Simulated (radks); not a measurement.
Results of a calculation; reference values are marked as such.
Spherical quantum dot in the effective-mass picture: electrons in a hard-walled sphere of radius 1.54, with a point charge +2 (a donor) at the centre, all in effective atomic units (hartree* = m*/eps^2 hartree, bohr* = eps/m* bohr), one dielectric constant everywhere. Level of theory: non-relativistic Kohn-Sham, PBEsol, spin-polarised, spherical densities (a radial shooting solver with Libxc functionals). Levels are named by radial order and angular momentum (1s, 1p, 1d, 2s, ...), and open shells are averaged over m. Results are scaled to m* = 0.101 and eps = 15.1, for which hartree* = 12.05 meV and bohr* = 7.911 nm.

N = 13, configuration 1s2 1p6 1d(up 5, down 0). This is the lowest configuration that the search found. Occupied and some empty levels:

level    occupation  eigenvalue (meV)  <r> (nm)
1s up             1            130.58     5.871
1s down           1            132.54     5.750
1p up             3            158.05     7.486
1p down           3            161.03     7.450
1d up             5            188.64     8.119
2s up             0            191.11     5.836
1d down           0            191.93     8.105
2s down           0            192.81     5.914
1f up             0            226.01     8.534
1f down           0            229.44     8.528
2p up             0            255.57     6.352
2p down           0            257.43     6.357

Energy (meV): total 1238.62, kinetic 791.79, external -378.76, Hartree 969.42, exchange-correlation -143.83.
